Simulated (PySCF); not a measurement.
Compound: CuBr (singlet state).
SMILES with atom numbers: `[Cu:1][Br:2]`

Level: CAM-B3LYP/def2-SVPD in PySCF, non-relativistic, on one gas-phase PBE0-D3(BJ)/def2-SVP geometry that isn't relaxed in the solvent. The solvent is an IEF-PCM continuum (Bondi radii, 1.10 Å for H, scaled by 1.2). Specific hydrogen bonds and non-electrostatic terms are outside this model. Spin–orbit coupling is left out although an atom past zinc is present.

Gas phase at CAM-B3LYP/def2-SVPD: HOMO -8.44 eV, LUMO -2.13 eV, dipole 5.55 D.

Q: What does the continuum do to the energy, the frontier levels and the dipole at CAM-B3LYP/def2-SVPD in cyclohexane?

A: 
```csv
solvent,ε,E(solvent) − E(gas) (kJ/mol),polarisation term (kJ/mol),distortion of the solute (kJ/mol),HOMO (eV),LUMO (eV),dipole (D)
cyclohexane,2.017,-35.22,-39.60,4.38,-8.35,-1.40,6.56
```

The first energy column is the sum of the next two and covers electrostatics alone.

Q: Which radius a makes the point-dipole formula ΔE = −[(ε − 1)/(2ε + 1)]·μ²/a³ give the value in cyclohexane, with the gas-phase dipole?

A: μ = 2.184 au and |ΔE| = 0.01341 Eh give a = 2.20 Å; the farthest nucleus lies 1.10 Å from the centroid of the nuclei. The formula assumes a rigid point dipole at the centre of a sphere.

Q: How does the static polarisability (CAM-B3LYP/def2-SVPD, frozen core, with the continuum's full static response) change?

A: 
```
     medium  isotropic (au)  principal values (au)  ⟨r²⟩ of the electrons (bohr²)
        gas            44.5       38.8, 38.8, 55.9                          341.2
cyclohexane            48.9       43.8, 43.8, 59.1                          341.4
```

The isotropic value in cyclohexane is 1.10 times the gas-phase one; no cavity-field correction is applied. ⟨r²⟩ is taken about the centre of nuclear charge.
